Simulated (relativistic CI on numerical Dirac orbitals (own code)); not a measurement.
## One change at a time: Pt²⁰⁺

Base calculation: Dirac-Coulomb-Breit CI, KLI orbitals optimised for each configuration, QED by a radiative potential, unscaled Slater integrals.

Configurations in the expansion (outside the closed core [Ar] 3d10): 4s²4p⁶4d¹⁰4f¹², 4s²4p⁶4d¹⁰4f¹¹5s, 4s²4p⁶4d¹⁰4f¹⁰5s², 4s²4p⁶4d¹⁰4f¹⁰5s5p, 4s²4p⁶4d¹⁰4f¹¹5p, 4s²4p⁶4d⁹4f¹³, 4s²4p⁶4d⁸4f¹⁴, 4s²4p⁶4d¹⁰4f¹¹5f, 4s²4p⁶4d¹⁰4f¹¹6s, 4s²4p⁶4d⁹4f¹²5s, 4s²4p⁵4d¹⁰4f¹³, 4s²4p⁶4d¹⁰4f¹¹6p, 4s4p⁶4d¹⁰4f¹³, 4s²4p⁴4d¹⁰4f¹⁴, 4s4p⁶4d¹⁰4f¹¹5s², 4p⁶4d¹⁰4f¹⁴. Levels of other configurations are missing.

The lowest level and the first level of each name with at least 55 % of one term (blank where a level has no safe partner in the second run):

```tsv
Level	Base (cm⁻¹)	Shift (cm⁻¹)
4s²4p⁶4d¹⁰4f¹² ³H6	0	0
4s²4p⁶4d¹⁰4f¹² ³F4	9606	+7
4s²4p⁶4d¹⁰4f¹² ³H5	26411	-108
4s²4p⁶4d¹⁰4f¹² ³F3	38750	-108
4s²4p⁶4d¹⁰4f¹² ³P0	77968	-42
4s²4p⁶4d¹⁰4f¹² ¹I6	79481	-100
4s²4p⁶4d¹⁰4f¹² ³P1	85290	-108
4s²4p⁶4d¹⁰4f¹² ¹S0	162928	-177
4s²4p⁶4d¹⁰4f¹¹5s ⁵I°8	203304	-3182
4s²4p⁶4d¹⁰4f¹¹5s ⁵I°7	215329	-3195
4s²4p⁶4d¹⁰4f¹¹5s ⁵I°6	232132	-3269
4s²4p⁶4d¹⁰4f¹¹5s ³I°7	235684	-3257
4s²4p⁶4d¹⁰4f¹¹5s ⁵F°3	262422	-3267
4s²4p⁶4d¹⁰4f¹¹5s ⁵F°2	264601	-3271
4s²4p⁶4d¹⁰4f¹¹5s ³K°8	274239	-3268
4s²4p⁶4d¹⁰4f¹¹5s ³K°7	278564	-3270
4s²4p⁶4d¹⁰4f¹¹5s ³G°5	291277	-3308
4s²4p⁶4d¹⁰4f¹¹5s ³P°0	291609	-3281
4s²4p⁶4d¹⁰4f¹¹5s ³K°6	292181	-3314
4s²4p⁶4d¹⁰4f¹¹5s ⁵G°2	295161	-3314
4s²4p⁶4d¹⁰4f¹¹5s ⁵D°4	301831	-3282
4s²4p⁶4d¹⁰4f¹¹5s ³D°3	305374	-3344
```

At this charge transitions that keep the count of f electrons are usually good to a few per cent. Terms inside the open d or f shell come out 10 to 20 % too wide with unscaled integrals. Levels that differ in their count of f electrons can be misplaced by several ten thousand cm⁻¹, since the correlation energy of f electrons is missing or only estimated; rates across such gaps can be off by orders of magnitude.

(1) One thing was changed in a second run, which moved the levels as shown. Which?
A. Breit term removed
B. QED terms removed
C. configuration mixing switched off

Answers

(1) B. QED terms removed. QED shifts follow the density of s (and p1/2) electrons at the nucleus, so configurations move by their count of such electrons; where none moves, the smaller shifts of p3/2 electrons and of j = l + 1/2 against j = l − 1/2 set the pattern.

LS names give the leading component of a level, which can be under half, so a name can repeat, a term be missing and a line seem to break the LS rules.
